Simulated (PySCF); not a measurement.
Computed shifts of a molecule C₄H₁₀O₂, PBE/pcSseg-1 in PySCF, GIAO, gas phase, equivalent atoms averaged, in ppm (number of nuclei): ¹³C: 86.4 (1), 71.7 (1), 63.5 (1), 21.3 (1). ¹H: 4.28 (1), 3.77 (3), 3.51 (1), 2.94 (1), 2.27 (1), 1.31 (3). References: ¹³C against TMS (σ = 182.0 ppm); ¹⁷O against H2O (σ = 334.3 ppm); ¹H against TMS (σ = 31.49 ppm), references at their B3LYP-D3(BJ)/def2-TZVP geometries, non-relativistic. Geometry optimised at PBE0-D3(BJ)/def2-SVP. One conformer was computed; it need not be the lowest.

Problem. Which structure fits?
A. C[C@H](O)CCO
B. COCCOC
C. COCC(C)O
D. CO[C@@H](C)CO

Solution. C, COCC(C)O
